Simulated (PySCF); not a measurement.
Run record for `O=C1C(Cl)=CCC[C@@H]1F`: X3LYP/def2-SVPD, IEF-PCM cyclohexane, damping 0.3 at the start, DIIS from the seventh cycle, energy threshold 1e-07 Eh, TDA, 25 singlets.

Method: TDA X3LYP/def2-SVPD, vertical, IEF-PCM cyclohexane (non-equilibrium linear response), core orbitals frozen in the response (PySCF 2.14.0, density-fitted response routines). Geometry: GFN2-xTB. The command runs a driver script over a list of jobs; the input below is this job's line of settings and its coordinates in Å.

Command:
```bash
OMP_NUM_THREADS=1 python probes_run.py task.json out
```

Input:
```
{"job": {"kind": "uv", "xc": "X3LYP", "basis": "def2-SVPD", "solvent": "cyclohexane", "nstates": 25, "ntriplets": 0, "tda": true, "scf": {"damp": 0.3, "conv": 1e-07}}, "charge": 0, "multiplicity": 1}
O      1.046668    -1.904537    -1.676665
C      0.657735    -1.157237    -0.817706
C      1.525318    -0.324698     0.031028
Cl     3.204958    -0.727050    -0.004322
C      1.066269     0.700529     0.756197
C     -0.366476     1.108258     0.782794
C     -1.159988     0.507182    -0.376360
C     -0.834474    -0.974581    -0.501079
F     -1.103023    -1.604598     0.700700
H      1.750083     1.273250     1.365827
H     -0.438572     2.197442     0.771269
H     -0.793767     0.764503     1.730963
H     -0.889457     0.995170    -1.314045
H     -2.230264     0.638272    -0.210480
H     -1.439423    -1.483914    -1.260032
```

Output:
```
damping 0.30 in the first 6 cycles
final grid: 134040 points
cycle   1  E = -866.7246438044  dE =  1.410e+00  |g| = 8.898e-01  |ddm| = 8.160e+00
cycle   2  E = -866.6578057064  dE =  6.684e-02  |g| = 1.085e+00  |ddm| = 2.642e+00
cycle   3  E = -866.6005720693  dE =  5.723e-02  |g| = 1.209e+00  |ddm| = 2.915e+00
cycle   4  E = -866.4079219928  dE =  1.927e-01  |g| = 1.534e+00  |ddm| = 3.866e+00
cycle   5  E = -866.3365392205  dE =  7.138e-02  |g| = 1.663e+00  |ddm| = 4.488e+00
cycle   6  E = -862.0100057688  dE =  4.327e+00  |g| = 3.776e+00  |ddm| = 8.131e+00
cycle   7  E = -836.5202126606  dE =  2.549e+01  |g| = 8.774e+00  |ddm| = 1.875e+01
cycle   8  E = -864.9925528132  dE = -2.847e+01  |g| = 3.030e+00  |ddm| = 1.590e+01
cycle   9  E = -865.6278489872  dE = -6.353e-01  |g| = 1.969e+00  |ddm| = 5.839e+00
cycle  10  E = -866.7450502127  dE = -1.117e+00  |g| = 7.663e-01  |ddm| = 4.909e+00
cycle  11  E = -866.8587872231  dE = -1.137e-01  |g| = 3.179e-01  |ddm| = 1.873e+00
cycle  12  E = -866.8811938567  dE = -2.241e-02  |g| = 8.515e-02  |ddm| = 8.150e-01
cycle  13  E = -866.8825624304  dE = -1.369e-03  |g| = 4.139e-02  |ddm| = 3.587e-01
cycle  14  E = -866.8828877058  dE = -3.253e-04  |g| = 8.654e-03  |ddm| = 1.021e-01
cycle  15  E = -866.8829024546  dE = -1.475e-05  |g| = 2.779e-03  |ddm| = 2.353e-02
cycle  16  E = -866.8829042310  dE = -1.776e-06  |g| = 1.028e-03  |ddm| = 9.373e-03
cycle  17  E = -866.8829044315  dE = -2.006e-07  |g| = 4.221e-04  |ddm| = 2.910e-03
cycle  18  E = -866.8829044723  dE = -4.079e-08  |g| = 9.704e-05  |ddm| = 1.587e-03
converged SCF energy = -866.8829044723

Static polarisability (au): isotropic 97.554, principal 69.730 100.656 122.276

Singlet excitations
state   eV       nm        f      main configurations
  1   3.7056    334.6   0.00037   H-1->L 0.84, H->L 0.14
  2   4.8774    254.2   0.20916   H->L 0.79, H-1->L 0.12
  3   5.4067    229.3   0.00058   H-2->L 0.99
  4   6.2276    199.1   0.00184   H-3->L 0.97
  5   6.5550    189.1   0.00321   H->L+1 0.80
  6   6.6440    186.6   0.00725   H-5->L 0.52, H-1->L+2 0.16, H-4->L 0.15
  7   6.8462    181.1   0.04188   H-4->L 0.34, H->L+2 0.23, H-1->L+2 0.20
  8   6.9585    178.2   0.04943   H-1->L+1 0.45, H-5->L 0.22, H-4->L 0.19
  9   6.9899    177.4   0.02512   H-1->L+1 0.33, H-1->L+2 0.22, H-5->L 0.18
 10   7.0440    176.0   0.03347   H->L+3 0.48, H->L+2 0.25
 11   7.2847    170.2   0.01785   H-1->L+3 0.66, H-1->L+2 0.23
 12   7.3164    169.5   0.19128   H-6->L 0.37, H->L+3 0.23, H->L+2 0.19
 13   7.4373    166.7   0.03377   H-7->L 0.76
 14   7.5215    164.8   0.07275   H-6->L 0.39, H->L+4 0.18, H-7->L 0.17
 15   7.6341    162.4   0.04638   H->L+4 0.65, H->L+5 0.09
 16   7.7656    159.7   0.06144   H-1->L+4 0.84
 17   7.8105    158.7   0.04924   H->L+5 0.77
 18   7.8743    157.5   0.00173   H-2->L+1 0.65, H-2->L+2 0.22
 19   8.0041    154.9   0.04958   H-1->L+5 0.80, H->L+6 0.09
 20   8.0946    153.2   0.06463   H->L+6 0.75, H-1->L+6 0.10
 21   8.1714    151.7   0.03195   H-2->L+2 0.29, H-2->L+3 0.17, H-8->L 0.14
 22   8.2120    151.0   0.04366   H-1->L+6 0.51, H-2->L+2 0.20, H-2->L+3 0.12
 23   8.2227    150.8   0.00907   H-8->L 0.28, H-9->L 0.20, H-1->L+6 0.20
 24   8.3126    149.2   0.00535   H->L+7 0.80
 25   8.4174    147.3   0.05842   H-2->L+3 0.56, H-2->L+1 0.19, H-2->L+2 0.15
```

H and L stand for HOMO and LUMO; the number after each pair is its weight.

**Question.** Give S1 in cm⁻¹ and kJ/mol.

**Answer.** 3.7056 eV × 8065.54 = 29888 cm⁻¹; × 96.485 = 357.5 kJ/mol.

**Question.** Give the mean polarisability as a volume in Å³, and the ratio of the largest to the smallest principal value.

**Answer.** 97.554 au × 0.148185 = 14.46 Å³; 122.276/69.730 = 1.75.

In short: SCF converged in 18 cycles with 241 basis and 896 fitting functions; HOMO -7.52 eV, LUMO -2.30 eV; lowest singlet 3.71 eV; mean polarisability 97.6 au.

The structure is a single GFN2-xTB conformer; no vibrational corrections.

Hardware: one thread of an Arm Neoverse V1 (shared host). Cost: 66 s, 1.2 GiB resident at most.
